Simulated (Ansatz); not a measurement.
`C[SiH2]C(C)=S` + H₂O → `CC(O)=S` + `C[SiH3]` at 400 K and 1 bar (formal hydrolysis of a C–Si bond).

Gas-phase electronic energies from Ansatz, PBE0-D4/def2-TZVP geometries. CCSD(T)/CBS is the MP2 limit (def2-TZVPP, def2-QZVPP) plus CCSD(T) − MP2 in def2-TZVPP, frozen cores. This one scheme is used for every species. One conformer a species, not always the lowest.

```
        species  CCSD(T)/CBS energy (Eh)  H − E (kJ/mol)  S (J/(mol·K))
`C[SiH2]C(C)=S`               -805.81723           294.2          412.1
            H₂O                -76.37941            69.8          198.6
      `CC(O)=S`               -551.45551           180.0          318.8
      `C[SiH3]`               -330.73916           180.9          277.1
```

H − E and S are ideal-gas, rigid-rotor, harmonic terms from PBE0-D4/def2-TZVP, for one conformer and one mirror image of each species. 1 Eh = 2625.50 kJ/mol, R = 8.31446 J/(mol·K).

Q: By hand: ΔE, ΔH, ΔS and ΔG.

A: ΔE = (-551.45551) + (-330.73916) − (-805.81723) − (-76.37941) = 0.00197 Eh = 5.2 kJ/mol. Δ(H − E) = 180.0 + 180.9 − 294.2 − 69.8 = -3.1, so ΔH = 2.1 kJ/mol. ΔS = 318.8 + 277.1 − 412.1 − 198.6 = -14.8 J/(mol·K). ΔG = 2.1 − 400 × (-14.8)/1000 = 8.0 kJ/mol.

Q: By hand: the equilibrium constant, and the temperature at which ΔG would vanish if ΔH and ΔS stayed fixed.

A: log₁₀ K = −ΔG/(RT ln 10) = -1.0. ΔH and −TΔS have one sign here, so there is no such temperature.

TΔS isn't small against ΔH here. A doubt of 5 kJ/mol in ΔE shifts log₁₀ K by 0.7 here. Other conformers and mirror images would add mixing entropy, several J/(mol·K) or more a flexible species. Modes under 60 cm⁻¹, often nearly free rotors, make the harmonic entropy too high. These are equilibria of isolated gas molecules and say nothing of rates. Largest T1 diagnostic: 0.017 (customary marks: 0.02 for closed shells, 0.045 for open ones).
